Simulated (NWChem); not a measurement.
Molecule: SrO; SMILES [Sr]=[O]

```xyz
2

Sr     0.0000     0.0000    -0.3037
O      0.0000     0.0000     1.6086
```
Atoms are numbered in this order, from 1.

Structure relaxed at the PBE0-D3(BJ)/def2-TZVP level. def2 effective core potentials on Sr; no spin-orbit coupling.

Problem. List the 4 lowest vertical singlet excitations from PBE/def2-SVPD with def2 effective core potentials on Sr, TDA (NWChem).

Solution. 
| state | energy (eV) | oscillator strength | leading excitation (squared amplitude) |
|---|---|---|---|
| S1 | 1.72 | 0.049 | HOMO → LUMO (0.95) |
| S2 | 1.73 | 0.002 | HOMO−1 → LUMO (1.00) |
| S3 | 1.73 | 0.002 | HOMO−2 → LUMO (1.00) |
| S4 | 3.01 | 0.024 | HOMO → LUMO+1 (1.00) |
